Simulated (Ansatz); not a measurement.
Mulliken charges of CH₂FNSe (`NC(F)=[Se]`) from r2SCAN/def2-TZVPP in Ansatz (PBE0-D4/def2-TZVP geometry).

```
atom   x (Å)   y (Å)   z (Å)  charge (e)
  N1  -0.604   0.374   0.215      -0.250
  C2   0.479  -0.313  -0.131       0.256
  F3   1.058  -0.822   0.953      -0.156
 Se4   1.134  -0.570  -1.760      -0.259
  H5  -0.879   0.451   1.180       0.196
  H6  -1.146   0.818  -0.504       0.213
```

Problem. By hand: the dipole of these point charges (1 e Å = 4.8032 D).

Solution. Σ q r = (-0.602, 0.365, 0.344) e Å, of length 0.784 e Å = 3.77 D.

Problem. How does the dipole of the full density compare? (An estimate is asked.)

Solution. Ansatz gave: (-0.676, 0.397, 0.506) e Å, 4.48 D; the point charges give 0.84 times that, at 7° from its direction.

Point charges leave out the atoms' own dipoles, such as those of lone pairs, and Mulliken's split depends on the basis, so the two needn't agree.
